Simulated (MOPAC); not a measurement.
MOPAC input (PM7):

```
PM7 PRECISE GNORM=0.05 LET XYZ UHF MS=0.5 GEO-OK AUX(PRECISION=9) THREADS=1
BrPb

Pb   -0.00000000 1   -0.00000000 1   -0.78916918 1
Br    0.00000000 1    0.00000000 1    1.84891064 1
```

From the last part of the output:

```
                                                       MOPAC v23.2.5 Linux

          FINAL HEAT OF FORMATION =         12.82509 KCAL/MOL =      53.66017 KJ/MOL

          COSMO AREA              =        100.27 SQUARE ANGSTROMS
          COSMO VOLUME            =         87.00 CUBIC ANGSTROMS

          GRADIENT NORM           =          0.00735          =       0.00520 PER ATOM
          IONIZATION POTENTIAL    =          7.687902 EV
          ALPHA SOMO LUMO (EV)    =         -7.688 -1.179
          BETA  SOMO LUMO (EV)    =         -9.812 -1.350
          NO. OF ALPHA ELECTRONS  =          6
          NO. OF BETA  ELECTRONS  =          5
          MOLECULAR WEIGHT        =        287.1040         POINT GROUP:  C*v

          MOLECULAR DIMENSIONS (Angstroms)

            Atom       Atom       Distance
           Br     2   Pb     1     2.61993
           Br     2   Pb     1     0.00000
           Pb     1   Br     2     0.00000

          SCF CALCULATIONS        =          5

   ATOM   CHEMICAL          X               Y               Z
  NUMBER   SYMBOL      (ANGSTROMS)     (ANGSTROMS)     (ANGSTROMS)

     1      Pb          0.00000000  *   0.00000000  *  -0.78009340  *
     2      Br         -0.00000000  *  -0.00000000  *   1.83983486  *

                             CARTESIAN COORDINATES

   1   Pb        0.000000000     0.000000000    -0.780093402
   2   Br       -0.000000000    -0.000000000     1.839834862

           Empirical Formula: Pb Br  =     2 atoms

      MOLECULAR POINT GROUP   :   C*v

          ALPHA EIGENVALUES
 -24.45775 -18.09671 -10.09586  -9.94088  -9.84490  -7.68790  -1.17866  -0.42298
 267.98204 267.99216 268.00533 268.67518 268.67532

           BETA EIGENVALUES
 -24.41554 -17.21282 -10.02654  -9.84225  -9.81210  -1.34960  -1.23243  -0.44113
 268.05327 268.11220 268.13043 268.75813 268.76118

              NET ATOMIC CHARGES AND DIPOLE CONTRIBUTIONS

  ATOM NO.   TYPE          CHARGE      No. of ELECS.   s-Pop       p-Pop       d-Pop
    1         Pb           0.467787        3.5322     1.97520     1.55701
    2         Br          -0.467787        7.4678     1.98670     5.47906     0.00203
 DIPOLE           X         Y         Z       TOTAL
 POINT-CHG.     0.000     0.000    -5.887     5.887
 HYBRID         0.000    -0.000     0.490     0.490
 SUM            0.000    -0.000    -5.397     5.397

          ATOMIC ORBITAL ELECTRON POPULATIONS

     Atom    s        px        py        pz      x^2-y^2     xz        z^2       yz        xy
    1 Pb   1.97520   1.01585   0.02921   0.51196
    2 Br   1.98670   1.98401   1.97074   1.52430   0.00000   0.00014   0.00184   0.00005   0.00000

                    (SZ)    =    0.500000
                    (S**2)  =    0.750558

          ATOMIC ORBITAL SPIN POPULATIONS

    Atom   Total    s     px     py     pz   x^2-y^2  xz     z^2    yz     xy
         Atomic
    1 Pb  0.9704  0.004  0.984 -0.000 -0.017
    2 Br  0.0296 -0.000  0.016  0.000  0.013 -0.000  0.000  0.000 -0.000 -0.000

 **********************
 *                    *
 * JOB ENDED NORMALLY *
 *                    *
 **********************

 == MOPAC DONE ==
```
